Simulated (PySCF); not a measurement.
# Computed properties of HfO, SMILES [O]=[Hf], multiplicity 1

HfO, SMILES [O]=[Hf], multiplicity 1. Geometry: B3LYP-D3(BJ)/def2-TZVPD. The spin state was assumed, not searched. The def2 effective core potentials stand for the cores of Hf; spin–orbit coupling is left out. Other conformers were not sampled. All values are computed for the isolated molecule unless a solvent is named; none is compared with measurement here.

**Structure.** The optimised structure has C∞v symmetry. All 1 harmonic modes at B3LYP-D3(BJ)/def2-TZVPD (PySCF) are real, so it is a minimum.

**Vibrations.** The strongest infrared lines (harmonic, unscaled, degenerate partners summed) lie at 974 cm⁻¹ (129 km/mol, O 92 %, Hf 8 %). The softest mode is at 974 cm⁻¹ and the zero-point energy is 1.4 kcal/mol.

**Electronic structure.** B3LYP/def2-TZVPD (PySCF) places the frontier levels at -5.70 and -2.64 eV, a gap of 3.06 eV, and gives a dipole moment of 3.61 D and a mean polarisability of 83.4 bohr³. PBE/def2-TZVPD (PySCF) at the same geometry gives -5.04 and -3.46 eV, so its gap is 1.48 eV narrower. An orbital gap is neither the optical nor the fundamental gap.

**Excitations.** TDA-CAM-B3LYP/def2-TZVPD (PySCF) has S1 at 2.13 eV (581 nm, f = 0.000, dark); the most intense of the 10 singlets computed lies at 5.12 eV (f = 0.79). Strengths of degenerate partners are summed. T1 (TDA) is at 0.97 eV, 1.16 eV under S1. TDA-PBE/def2-TZVPD (PySCF) puts S1 at 2.05 eV.
